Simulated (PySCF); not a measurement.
## Spin–spin coupling constants

Geometry:
| atom | x (Å) | y (Å) | z (Å) |
| --- | --- | --- | --- |
| C1 | -2.948 | -0.285 | 0.055 |
| C2 | -1.560 | -0.600 | 0.586 |
| C3 | -0.465 | 0.186 | -0.110 |
| O4 | 0.779 | -0.160 | 0.433 |
| Ge5 | 2.272 | 0.641 | -0.145 |
| N6 | 3.699 | -0.004 | 0.772 |
| H7 | -3.719 | -0.870 | 0.579 |
| H8 | -3.032 | -0.517 | -1.019 |
| H9 | -3.198 | 0.780 | 0.183 |
| H10 | -1.333 | -1.673 | 0.473 |
| H11 | -1.498 | -0.386 | 1.666 |
| H12 | -0.668 | 1.273 | 0.005 |
| H13 | -0.501 | -0.022 | -1.201 |
| H14 | 2.451 | 0.313 | -1.640 |
| H15 | 2.142 | 2.151 | 0.131 |
| H16 | 3.880 | -0.994 | 0.636 |
| H17 | 3.684 | 0.190 | 1.770 |

Method: B3LYP/pcJ-1 (pcSseg-1 on Ge) (spin–dipole term only in couplings to heteroatoms)//PBE0-D3(BJ)/def2-SVP, PySCF 2.14.0 with density-fitted response routines; isolated molecule, single conformer, non-relativistic. Couplings are averaged over pairs made equivalent by symmetry, fast rotation or ring inversion, so a value needn't be that of the named pair in this geometry, while other rotamers aren't included; one pair stands for each set, and the list holds a selection of those of at least 1.5 Hz over up to four bonds, among pairs with at least one C or N or H atom (others weren't computed).

Isotopes: 13C, 1H, 15N, 17O. Couplings to quadrupolar nuclei such as 17O and 33S are rarely resolved in practice.

```json
{"pair": "C1, C2", "bonds": "1", "J (Hz)": "36.8"}
{"pair": "C1, H7", "bonds": "1", "J (Hz)": "?"}
{"pair": "C2, C3", "bonds": "1", "J (Hz)": "41.1"}
{"pair": "C2, H10", "bonds": "1", "J (Hz)": "133.3"}
{"pair": "C3, O4", "bonds": "1", "J (Hz)": "?"}
{"pair": "C3, H12", "bonds": "1", "J (Hz)": "140.2"}
{"pair": "N6, H16", "bonds": "1", "J (Hz)": "-72.6"}
{"pair": "C1, C3", "bonds": "2", "J (Hz)": "2.6"}
{"pair": "C1, H10", "bonds": "2", "J (Hz)": "-3.4"}
{"pair": "C2, O4", "bonds": "2", "J (Hz)": "?"}
{"pair": "C2, H7", "bonds": "2", "J (Hz)": "?"}
{"pair": "C3, H10", "bonds": "2", "J (Hz)": "-6.0"}
{"pair": "O4, H12", "bonds": "2", "J (Hz)": "?"}
{"pair": "O4, H14", "bonds": "2", "J (Hz)": "-5.3"}
{"pair": "N6, H14", "bonds": "2", "J (Hz)": "?"}
{"pair": "H7, H8", "bonds": "2", "J (Hz)": "-14.1"}
{"pair": "H10, H11", "bonds": "2", "J (Hz)": "-14.2"}
{"pair": "H12, H13", "bonds": "2", "J (Hz)": "-9.0"}
{"pair": "H14, H15", "bonds": "2", "J (Hz)": "35.7"}
{"pair": "H16, H17", "bonds": "2", "J (Hz)": "-7.3"}
{"pair": "C1, O4", "bonds": "3", "J (Hz)": "?"}
{"pair": "C1, H12", "bonds": "3", "J (Hz)": "1.5"}
{"pair": "C3, H7", "bonds": "3", "J (Hz)": "7.5"}
{"pair": "O4, H10", "bonds": "3", "J (Hz)": "-1.8"}
{"pair": "H10, H12", "bonds": "3", "J (Hz)": "?"}
{"pair": "H10, H13", "bonds": "3", "J (Hz)": "5.6"}
```

Estimate the withheld couplings, with signs.

## Answers


- 1J(C1,H7) = 131.6 Hz (bond length 1.100 Å, sp3 carbon)
- 1J(C3,O4) = 22.7 Hz (bond length 1.401 Å)
- 2J(C2,O4) = -9.0 Hz (angle at C3 110°)
- 2J(C2,H7) = -3.4 Hz
- 2J(O4,H12) = -3.7 Hz (angle at C3 111°)
- 2J(N6,H14) = -10.1 Hz (angle at Ge5 109°)
- 3J(C1,O4) = -4.4 Hz (dihedral angle 180°)
- 3J(H10,H12) = 13.5 Hz (dihedral angle 179°)

Relativistic effects of the heavier atoms present are left out.
